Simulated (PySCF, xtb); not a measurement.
diphosphane (H4P2), SMILES PP.

Harmonic wavenumbers (cm⁻¹) from GFN2-xTB run with xtb 6.7.1 at its own minimum, in rising order: 178, 516, 627, 646, 874, 885, 1108, 1133, 2225, 2257, 2302, 2315.

What does PBE-D3(BJ)/def2-TZVP run with PySCF 2.14.0 give at its own minimum? (Estimate from the structure and the level; the computed values follow.)

92, 426, 606, 613, 837, 887, 1050, 1058, 2303, 2312, 2312, 2325. Paired by order, the mean absolute difference is 46 cm⁻¹ and the zero-point energies are 21.5 and 21.2 kcal/mol.
